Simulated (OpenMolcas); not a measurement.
## Levels of Ni²⁺ by method

```json
{"Program": "OpenMolcas", "Basis": "ANO-RCC-VQZP [7s6p4d3f2g1h]", "Scalar Hamiltonian": "DKH2, point nucleus", "Active space": "8 electrons in 6 orbitals (3d 4s)", "State averaging": "2S+1 = 3 even, 55 roots; 2S+1 = 5 even, 10 roots kept (CI in the orbitals of an earlier block); 2S+1 = 1 even, 50 roots kept (CI in the orbitals of an earlier block)", "Spin-orbit coupling": "state interaction with AMFI integrals over the reference wave functions, term energies averaged over their components"}
```

Methods on the same reference wave functions:
A. CASSCF
B. SS-CASPT2, IPEA 0.25 Eh, imaginary shift 0.1 Eh (closed shells correlated: 3s 3p)
C. MS-CASPT2, IPEA 0.25 Eh, imaginary shift 0.1 Eh (closed shells correlated: 3s 3p)

Energies in cm-1 above 3d8 3F4, the measured ground level; measured values from Corliss and Sugar, J. Phys. Chem. Ref. Data 10, 197 (1981).

```csv
Level,A,B,C,Measured
3d8 3F4,0.0,0.0,0.0,0.0
3d8 3F3,1457,1461,1461,1361
3d8 3F2,2458,2430,2430,2270
3d8 1D2,18136,13090,13090,14032
3d8 3P2,21898,16640,16640,16662
3d8 3P1,22304,17020,17020,16978
3d8 3P0,22595,17290,17290,17231
3d8 1G4,28111,22560,22560,23109
3d7 4s 5F5,29127,52720,52720,53704
3d7 4s 5F4,30035,53620,53620,54658
3d7 4s 5F3,30753,54340,54340,55406
3d7 4s 5F2,31282,54870,54870,55952
3d7 4s 5F1,31629,55220,55220,56308
3d7 4s 3F4(1),37897,59490,59500,
3d7 4s 3F3(1),39122,60720,60720,
3d7 4s 3F2(1),39978,61560,61560,
3d7 4s 5P3,50735,70580,70580,71067
3d7 4s 5P2,51094,70860,70860,71384
3d7 4s 5P1,51542,71340,71340,71842
3d7 4s 3G5,52920,73780,73790,75124
3d7 4s 3G4,53428,74280,74280,75647
3d7 4s 3G3,53984,74850,74850,76237
3d7 4s 1G4,57631,77600,77600,79250
3d7 4s 3P1(1) [54 %],59422,77300,77120,
```

Deviations, from unrounded energies. A percentage is the sum of absolute deviations over the sum of measured energies, with the sign that they share, or ± where signs differ.

| Against measurement | Levels | A | B | C |
| --- | --- | --- | --- | --- |
| mean absolute deviation (cm-1) | 19 | 16000 | 760 | 760 |
| fine structure of the ground term (%) | 2 | +7.8 | +7.1 | +7.1 |
| other terms of the ground configuration (%) | 5 | +28.4 | ±1.8 | ±1.8 |
| other configurations (%) | 12 | -34.2 | -1.6 | -1.6 |

B, C lie about equally close to measurement and A furthest from it. The largest miss of C in the table is 3d7 4s 1G4, by -1600 cm-1. The ranking rests on the paired levels alone, and a cruder setting can come out closer through cancelling errors.

Between B and C the level of the table that moves most is 3d7 4s 3P1(1) [54 %], by 180 cm-1 (lowest in C, highest in B). Moves below CASPT2's spread within the term are not significant.

The two smallest mean deviations differ by little beside CASPT2's spread within terms, so their order carries little weight.

From A to B the spin-free energies of the other terms of 3d8 shown, above 3F, scale by factors of 0.71 to 0.79, as is usual when dynamic correlation screens the repulsion within a d or f shell.

The lowest spin-free term lies below A's lowest term by 0.778 hartree in B, 0.778 hartree in C.

CASPT2 breaks the degeneracy within a term, and the mean is taken; among the terms shown or strongly mixed into the levels shown the widest spread is 2300 cm-1 (3d8 3F, C). Some levels mix across a computed gap that differs much from the measured one, so their mixing is not that of the real levels. Terms from blocks run as CI alone lack orbitals of their own. A single d shell beside an s shell can misplace configurations of different d count against each other. Without dynamic correlation excited terms often stand tens of per cent too high (terms of higher spin than the ground term too low), and those without a measured partner can miss by more than the paired ones (holds for A). The CASPT2 spread within a term exceeds the gap to the next term for 3d7 4s 1G and 3d7 4s 3P(1), so the order of their levels is uncertain (holds for C). Measured partners are found by configuration, term and J. A level has none where our copy of the source lacks it or the pairing is in doubt (some pairs that miss far off the trend of their configuration count as doubtful), and it then counts in no deviation. Only configurations of the active space appear. The table leaves out levels that lie high or whose names do not pair safely across all columns.

A share in square brackets marks a mixed level and gives the weight of the term that names it, the lowest over the columns. A number in round brackets counts repeated terms of one configuration in the order of the reference energies.
